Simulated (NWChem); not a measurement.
System: C2H4BNO; SMILES CBN=C=O

The following NWChem deck was run.

```
start job
memory heap 200 mb stack 900 mb global 1100 mb
geometry units angstroms noautoz
  B     -0.895523     0.448298    -0.721299
  H     -1.738307    -0.236999    -1.229547
  C     -0.872505     1.998090    -0.944976
  H     -0.820515     2.217594    -2.021482
  H     -0.054244     2.519949    -0.439916
  H     -1.826382     2.433468    -0.612121
  N      0.072249    -0.206467     0.087736
  C      0.668950    -1.080472     0.660553
  O      1.301899    -1.880624     1.248242
end
basis spherical
  * library def2-svp
end
dft
  xc b3lyp
  iterations 150
  mulliken
end
task dft energy
```

Excerpt of the output:

```
             Northwest Computational Chemistry Package (NWChem) 7.3.0
             --------------------------------------------------------

 C1  symmetry detected

                             Geometry "geometry" -> ""
                             -------------------------

 Output coordinates in angstroms (scale by  1.889725989 to convert to a.u.)

  No.       Tag          Charge          X              Y              Z
 ---- ---------------- ---------- -------------- -------------- --------------
    1 B                    5.0000    -0.56814956    -1.15220392     0.00022219
    2 H                    1.0000    -1.76178291    -1.26826554    -0.00119259
    3 C                    6.0000     0.36492864    -2.40989289     0.00007247
    4 H                    1.0000     0.13020998    -3.04702363     0.86535954
    5 H                    1.0000     1.43536178    -2.18395546     0.01000411
    6 H                    1.0000     0.14474777    -3.03298118    -0.87942122
    7 N                    7.0000    -0.04474806     0.16911669     0.00064515
    8 C                    6.0000     0.00175887     1.37156960     0.00014786
    9 O                    8.0000     0.12566532     2.54242104    -0.00021235

 Effective nuclear repulsion energy (a.u.)     135.1129288254

                                 NWChem DFT Module
                                 -----------------

 Summary of "ao basis" -> "ao basis" (spherical)
 ------------------------------------------------------------------------------
       Tag                 Description            Shells   Functions and Types
 ---------------- ------------------------------  ------  ---------------------
 B                          def2-svp                 6       14   3s2p1d
 H                          def2-svp                 3        5   2s1p
 C                          def2-svp                 6       14   3s2p1d
 N                          def2-svp                 6       14   3s2p1d
 O                          def2-svp                 6       14   3s2p1d

            General Information
            -------------------
          SCF calculation type: DFT
          Wavefunction type:  closed shell.
          No. of atoms     :     9
          No. of electrons :    36
           Alpha electrons :    18
            Beta electrons :    18
          Charge           :     0
          Spin multiplicity:     1
          Use of symmetry is: off; symmetry adaption is: off
          Maximum number of iterations: 150
          AO basis - number of functions:    90
                     number of shells:    42
          Convergence on energy requested:  1.00D-06
          Convergence on density requested:  1.00D-05
          Convergence on gradient requested:  5.00D-04

              XC Information
              --------------
                         B3LYP Method XC Potential
                     Hartree-Fock (Exact) Exchange  0.200
                        Slater Exchange Functional  0.800 local
                    Becke 1988 Exchange Functional  0.720 non-local
              Lee-Yang-Parr Correlation Functional  0.810
                  VWN I RPA Correlation Functional  0.190 local

             Grid Information
             ----------------
          Grid used for XC integration:  medium
          Radial quadrature: Mura-Knowles
          Angular quadrature: Lebedev.
          Tag              B.-S. Rad. Rad. Pts. Rad. Cut. Ang. Pts.
          ---              ---------- --------- --------- ---------
          B                   0.85       49           8.0       434
          H                   0.35       45          11.0       434
          C                   0.70       49          11.0       434
          N                   0.65       49          10.0       434
          O                   0.60       49          13.0       434
          Grid pruning is: on
          Number of quadrature shells:   425
          Spatial weights used:  Erf1

      Superposition of Atomic Density Guess
      -------------------------------------

 Sum of atomic energies:        -230.68606722

      Non-variational initial energy
      ------------------------------

 Total energy =    -233.279173
 1-e energy   =    -579.084846
 2-e energy   =     210.692744
 HOMO         =      -0.335255
 LUMO         =      -0.014196

     ---------------------------------------------
      Total Density - Mulliken Population Analysis
     ---------------------------------------------

    Atom       Charge   Shell Charges
 -----------   ------   -------------------------------------------------------
    1 B    5     4.73   1.99  0.89  0.19  1.25  0.31  0.09
    2 H    1     1.07   0.73  0.33  0.01
    3 C    6     6.46   1.99  0.97  0.22  2.15  1.12  0.01
    4 H    1     0.86   0.65  0.19  0.03
    5 H    1     0.88   0.66  0.19  0.03
    6 H    1     0.86   0.65  0.19  0.03
    7 N    7     7.40   1.99  1.04  0.38  2.56  1.42  0.02
    8 C    6     5.17   1.99  0.89  0.17  1.48  0.54  0.10
    9 O    8     8.56   1.99  1.13  0.64  2.97  1.81  0.02

   convergence    iter        energy       DeltaE   RMS-Dens  Diis-err
 ---------------- ----- ----------------- --------- --------- ---------
 d= 0,ls=0.0,diis     1   -233.2100662823 -3.68D+02  1.49D-02  9.11D-01
 d= 0,ls=0.0,diis     2   -233.0932307996  1.17D-01  8.95D-03  2.40D+00
 d= 0,ls=0.0,diis     3   -233.3111754359 -2.18D-01  3.19D-03  1.17D-01
 d= 0,ls=0.0,diis     4   -233.3147954157 -3.62D-03  1.72D-03  7.21D-02
 d= 0,ls=0.0,diis     5   -233.3225565424 -7.76D-03  3.32D-04  1.83D-03
  Resetting Diis
 d= 0,ls=0.0,diis     6   -233.3227786691 -2.22D-04  6.09D-05  3.63D-05
 d= 0,ls=0.0,diis     7   -233.3227833366 -4.67D-06  3.88D-05  4.73D-06
 d= 0,ls=0.0,diis     8   -233.3227826263  7.10D-07  2.45D-05  1.08D-05
 d= 0,ls=0.0,diis     9   -233.3227838648 -1.24D-06  6.11D-06  1.16D-06
 d= 0,ls=0.0,diis    10   -233.3227839807 -1.16D-07  1.03D-06  1.46D-08

         Total DFT energy =     -233.322783980665
      One electron energy =     -582.525067903509
           Coulomb energy =      245.944902518558
    Exchange-Corr. energy =      -31.855547421096
 Nuclear repulsion energy =      135.112928825384

 Numeric. integr. density =       35.999999229365

                       DFT Final Molecular Orbital Analysis
                       ------------------------------------

 Vector   16  Occ=2.000000D+00  E=-3.682161D-01
              MO Center= -5.2D-02, -8.3D-01,  1.7D-03, r^2= 4.3D+00
   Bfn.  Coefficient  Atom+Function         Bfn.  Coefficient  Atom+Function
  ----- ------------  ---------------      ----- ------------  ---------------
    23      0.301166  3 C  px                 4      0.277190  1 B  px
    80      0.258820  9 O  px                39      0.240807  5 H  s
    52      0.215263  7 N  px                15      0.210888  2 H  s
    83      0.173492  9 O  px                55     -0.146384  7 N  px
     5     -0.143323  1 B  py                40      0.119672  5 H  s

 Vector   17  Occ=2.000000D+00  E=-3.305741D-01
              MO Center= -2.9D-03,  8.5D-01, -1.9D-04, r^2= 2.9D+00
   Bfn.  Coefficient  Atom+Function         Bfn.  Coefficient  Atom+Function
  ----- ------------  ---------------      ----- ------------  ---------------
    54      0.439932  7 N  pz                82      0.408958  9 O  pz
    57     -0.330673  7 N  pz                85      0.291534  9 O  pz
     6      0.135534  1 B  pz                25      0.091991  3 C  pz
    44     -0.079029  6 H  s                 34      0.077910  4 H  s
     9     -0.074607  1 B  pz                73      0.054892  8 C  d -1

 Vector   18  Occ=2.000000D+00  E=-2.886386D-01
              MO Center= -2.0D-01,  1.3D-01,  1.2D-04, r^2= 3.9D+00
   Bfn.  Coefficient  Atom+Function         Bfn.  Coefficient  Atom+Function
  ----- ------------  ---------------      ----- ------------  ---------------
    52      0.386201  7 N  px                80      0.333685  9 O  px
    55     -0.290012  7 N  px                83      0.252841  9 O  px
    15     -0.222441  2 H  s                  4     -0.219136  1 B  px
    16     -0.201946  2 H  s                 24      0.174244  3 C  py
    22      0.167650  3 C  s                 66     -0.137352  8 C  px

 Vector   19  Occ=0.000000D+00  E=-5.718651D-02
              MO Center= -3.7D-01, -3.8D-01,  2.4D-04, r^2= 3.8D+00
   Bfn.  Coefficient  Atom+Function         Bfn.  Coefficient  Atom+Function
  ----- ------------  ---------------      ----- ------------  ---------------
     9     -0.514461  1 B  pz                 6      0.501540  1 B  pz
    68      0.348784  8 C  pz                71      0.283041  8 C  pz
    82     -0.246915  9 O  pz                85     -0.245768  9 O  pz
    45     -0.194670  6 H  s                 35      0.191634  4 H  s
    44     -0.121510  6 H  s                 34      0.119959  4 H  s

 Vector   20  Occ=0.000000D+00  E= 3.300641D-02
              MO Center= -1.2D-01,  6.5D-01,  3.2D-04, r^2= 4.0D+00
   Bfn.  Coefficient  Atom+Function         Bfn.  Coefficient  Atom+Function
  ----- ------------  ---------------      ----- ------------  ---------------
    22      1.066612  3 C  s                 69      0.522371  8 C  px
    65     -0.517075  8 C  s                 66      0.518604  8 C  px
     7     -0.403611  1 B  px                16     -0.398020  2 H  s
    51      0.382540  7 N  s                  3     -0.358876  1 B  s
    83     -0.343149  9 O  px                35     -0.324185  4 H  s

 Vector   21  Occ=0.000000D+00  E= 7.084459D-02
              MO Center=  2.2D-01, -1.4D+00, -8.0D-03, r^2= 7.0D+00
   Bfn.  Coefficient  Atom+Function         Bfn.  Coefficient  Atom+Function
  ----- ------------  ---------------      ----- ------------  ---------------
    22      2.212635  3 C  s                  3     -1.407344  1 B  s
    45     -0.931188  6 H  s                 35     -0.919764  4 H  s
    51      0.770794  7 N  s                 40     -0.593934  5 H  s
    65     -0.592765  8 C  s                 16      0.562092  2 H  s
    69     -0.292329  8 C  px                79      0.258310  9 O  s

     ---------------------------------------------
      Total Density - Mulliken Population Analysis
     ---------------------------------------------

    Atom       Charge   Shell Charges
 -----------   ------   -------------------------------------------------------
    1 B    5     5.01   1.99  0.84  0.16  1.55  0.38  0.09
    2 H    1     1.04   0.75  0.28  0.01
    3 C    6     6.05   1.98  0.89  0.14  2.15  0.86  0.02
    4 H    1     0.96   0.73  0.20  0.03
    5 H    1     0.97   0.74  0.21  0.02
    6 H    1     0.96   0.73  0.20  0.03
    7 N    7     6.98   1.99  1.00  0.32  2.50  1.15  0.02
    8 C    6     5.92   1.99  0.94  0.12  2.01  0.73  0.12
    9 O    8     8.12   1.99  1.13  0.58  2.83  1.58  0.02

     -------------------------------------------
      Total Density - Lowdin Population Analysis
     -------------------------------------------

    Atom       Charge   Shell Charges
 -----------   ------   -------------------------------------------------------
    1 B    5     5.01   1.96  0.53  0.25  1.41  0.63  0.23
    2 H    1     1.04   0.65  0.35  0.03
    3 C    6     6.13   1.96  0.57  0.31  1.91  1.32  0.05
    4 H    1     0.94   0.62  0.26  0.07
    5 H    1     0.96   0.63  0.27  0.07
    6 H    1     0.94   0.62  0.26  0.07
    7 N    7     7.03   1.97  0.72  0.40  2.29  1.61  0.04
    8 C    6     5.85   1.96  0.60  0.25  1.79  0.99  0.26
    9 O    8     8.08   1.97  0.92  0.63  2.68  1.83  0.04

     Multipole analysis of the density
     ---------------------------------

     L   x y z        total         alpha         beta         nuclear
     -   - - -        -----         -----         ----         -------
     0   0 0 0     -0.000000    -18.000000    -18.000000     36.000000

     1   1 0 0     -0.011673     -0.005836     -0.005836     -0.000000
     1   0 1 0     -0.668777     -0.334388     -0.334388      0.000000
     1   0 0 1     -0.001170     -0.000585     -0.000585      0.000000

     2   2 0 0    -22.273675    -24.984399    -24.984399     27.695123
     2   1 1 0     -0.548569      1.907968      1.907968     -4.364506
     2   1 0 1     -0.002751     -0.003086     -0.003086      0.003422
     2   0 2 0    -24.656149   -243.632193   -243.632193    462.608237
     2   0 1 1      0.006968     -0.006327     -0.006327      0.019621
     2   0 0 2    -20.780710    -13.108531    -13.108531      5.436353
```

Level: B3LYP/def2-SVP. Structure relaxed at the B3LYP/6-31G* (spherical d) level. B3LYP is NWChem's, with the RPA form of VWN correlation.
